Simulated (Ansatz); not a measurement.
`[BH2][GeH2][SiH2]C` + HBr → `[BH2][GeH2][Br]` + `C[SiH3]` at 600 K and 1 bar (cleavage of the Ge–Si bond).

Program: Ansatz. Geometries: PBE0-D4/def2-TZVP. ΔE: electronic, gas phase. CBS: MP2 limit from def2 TZ/QZ plus the TZ coupled-cluster correction, frozen cores. This one scheme is used for every species. For Br, Ge outer-core shells are correlated without core-valence functions, which leaves a few kJ/mol of doubt a bond. Scalar relativity is left out up to krypton. Each species was taken in one conformer, which may not be the lowest.

| species | CCSD(T)/CBS energy (Eh) | H − E (kJ/mol) | S (J/(mol·K)) |
| --- | --- | --- | --- |
| `[BH2][GeH2][SiH2]C` | -2433.42808 | 311.1 | 499.1 |
| HBr | -2573.91920 | 33.5 | 219.1 |
| `[BH2][GeH2][Br]` | -4676.63012 | 143.3 | 400.2 |
| `C[SiH3]` | -330.73916 | 199.7 | 315.0 |

H − E and S are ideal-gas, rigid-rotor, harmonic terms from PBE0-D4/def2-TZVP, for one conformer and one mirror image of each species. 1 Eh = 2625.50 kJ/mol, R = 8.31446 J/(mol·K).

Q: By hand: ΔE, ΔH, ΔS and ΔG.

A: ΔE = (-4676.63012) + (-330.73916) − (-2433.42808) − (-2573.91920) = -0.02200 Eh = -57.8 kJ/mol. Δ(H − E) = 143.3 + 199.7 − 311.1 − 33.5 = -1.6, so ΔH = -59.4 kJ/mol. ΔS = 400.2 + 315.0 − 499.1 − 219.1 = -3.0 J/(mol·K). ΔG = -59.4 − 600 × (-3.0)/1000 = -57.6 kJ/mol.

Q: By hand: the equilibrium constant, and the temperature at which ΔG would vanish if ΔH and ΔS stayed fixed.

A: log₁₀ K = −ΔG/(RT ln 10) = 5.0. ΔG = 0 at ΔH/ΔS = 19800 K, far beyond where these terms or the molecules hold.

The number of gas molecules stays the same, so ΔS is small and ΔH decides. A doubt of 5 kJ/mol in ΔE shifts log₁₀ K by 0.4 here. Other conformers and mirror images would add mixing entropy, several J/(mol·K) or more a flexible species. Modes under 60 cm⁻¹, often nearly free rotors, make the harmonic entropy too high. These are equilibria of isolated gas molecules and say nothing of rates. Largest T1 diagnostic: 0.012 (customary marks: 0.02 for closed shells, 0.045 for open ones).
